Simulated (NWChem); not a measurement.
AgPH₄; SMILES [PH3]->[AgH]

Results from NWChem. Coordinates come from a PBE0/def2-SVP (def2 core potentials past Kr) optimisation.

For level PBE0/3-21G, non-relativistic:

- highest occupied level (eV): -5.47
- orbital gap (eV): 5.11
- dipole (D): 6.79

How do the values read with level PBE0/STO-3G, non-relativistic instead?


| Property | Result |
|---|---|
| highest occupied level (eV) | -0.08 |
| orbital gap (eV) | 3.20 |
| dipole (D) | 6.41 |
